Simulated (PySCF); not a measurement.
Isomers of C4H13PSi2, one GFN2-xTB conformer each. Single-point energies are computed at PBE0/pcSseg-1 (PySCF, gas phase, no added dispersion term), electronic only.

```csv
SMILES,GFN2-xTB relative energy (kcal/mol)
CC/C=C/[Si@H]([SiH3])P,9.0
P[SiH2][SiH2]C1CCC1,0.0
[H]/P=C(/[SiH3])[Si](C)(C)C,23.8
C=CCC[SiH2][SiH2]P,12.4
```

Conformers: `[CH3:1][CH2:2]/[CH:3]=[CH:4]/[Si@H:5]([SiH3:6])[PH2:7]` with C1–C2–C3–C4 -123°, C3–C4–Si5–Si6 -8°, C4–Si5–P7–H 77° and 170°; `[PH2:1][SiH2:2][SiH2:3][CH:4]1[CH2:5][CH2:6][CH2:7]1` with H–P1–Si2–Si3 46° and -47°, P1–Si2–Si3–C4 180°, Si2–Si3–C4–C5 -170°, Si3–C4–C5–C6 130°, C4–C5–C6–C7 -10°, C5–C6–C7–C4 10°, Si3–C4–C7–C6 -131°; `[CH2:1]=[CH:2][CH2:3][CH2:4][SiH2:5][SiH2:6][PH2:7]` with C1–C2–C3–C4 -113°, C2–C3–C4–Si5 176°, C3–C4–Si5–Si6 -62°, C4–Si5–Si6–P7 -40°, Si5–Si6–P7–H 70° and 162°.

Task: What does PBE0/pcSseg-1 give for the same structures?

Result: 
| SMILES | PBE0/pcSseg-1 E (Eh) | PBE0/pcSseg-1 (kcal/mol) | GFN2-xTB (kcal/mol) | point group |
| --- | --- | --- | --- | --- |
| [H]/P=C(/[SiH3])[Si](C)(C)C | -1079.96116 | 0.0 | 23.8 | Cs |
| CC/C=C/[Si@H]([SiH3])P | -1079.93774 | 14.7 | 9.0 | C1 |
| C=CCC[SiH2][SiH2]P | -1079.93033 | 19.3 | 12.4 | C1 |
| P[SiH2][SiH2]C1CCC1 | -1079.92840 | 20.6 | 0.0 | C1 |

GFN2-xTB puts P[SiH2][SiH2]C1CCC1 lowest instead; measured from each level's own lowest isomer, the values differ by up to 23.8 kcal/mol ([H]/P=C(/[SiH3])[Si](C)(C)C: 23.8 against 0.0). As drawn, the highest has a four-membered ring and an Si–Si bond, which the lowest lacks. Neighbours under 2.5 kcal/mol apart (C=CCC[SiH2][SiH2]P and P[SiH2][SiH2]C1CCC1) can change places with a better method, another conformer or zero-point energy.

Task: Which frontier levels, dipoles and rotational constants go with these structures?

Result: 
```json
{"SMILES": "[H]/P=C(/[SiH3])[Si](C)(C)C", "HOMO (eV, PBE0/pcSseg-1)": "-7.41", "LUMO (eV)": "-2.19", "dipole (D)": "1.44", "A, B, C (MHz)": "1578, 1087, 823.2"}
{"SMILES": "CC/C=C/[Si@H]([SiH3])P", "HOMO (eV, PBE0/pcSseg-1)": "-7.21", "LUMO (eV)": "-0.40", "dipole (D)": "1.56", "A, B, C (MHz)": "1647, 689.4, 547.6"}
{"SMILES": "C=CCC[SiH2][SiH2]P", "HOMO (eV, PBE0/pcSseg-1)": "-7.44", "LUMO (eV)": "-0.34", "dipole (D)": "1.16", "A, B, C (MHz)": "1603, 819.3, 600.4"}
{"SMILES": "P[SiH2][SiH2]C1CCC1", "HOMO (eV, PBE0/pcSseg-1)": "-7.04", "LUMO (eV)": "-0.21", "dipole (D)": "1.91", "A, B, C (MHz)": "4542, 517.8, 489.7"}
```
